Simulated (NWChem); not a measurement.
C2H5O2 cation; SMILES CC(O)=[OH+]

```xyz
9

C      0.0256    -1.4224     0.0030
C     -0.0073     0.0532     0.0086
O     -1.1427     0.6432    -0.1134
O      1.0367     0.8137     0.0993
H      0.8412    -1.8164     0.6399
H     -0.9534    -1.8287     0.3175
H      0.2104    -1.7593    -1.0435
H     -1.0662     1.6308    -0.1323
H      1.8844     0.3202     0.1937
```
Atoms are numbered in this order, from 1.

All runs: NWChem. Pople sets run with spherical d functions. The geometry was optimised at PBE-D3(BJ)/def2-SVP. Atomic charges in e: unrestrained fits to the electrostatic potential beside Mulliken populations; buried atoms are poorly determined by the fit.

Task: What does the run give for Hartree-Fock/6-31G*? Quantities: ESP C1; Mulliken C1; ESP C2; Mulliken C2; ESP O3; Mulliken O3; ESP O4; Mulliken O4; relative RMS misfit of the potential (%).

Result: 
```json
{
 "ESP C1": "-0.45",
 "Mulliken C1": "-0.66",
 "ESP C2": "0.94",
 "Mulliken C2": "0.93",
 "ESP O3": "-0.54",
 "Mulliken O3": "-0.61",
 "ESP O4": "-0.56",
 "Mulliken O4": "-0.65",
 "relative RMS misfit of the potential (%)": "2"
}
```
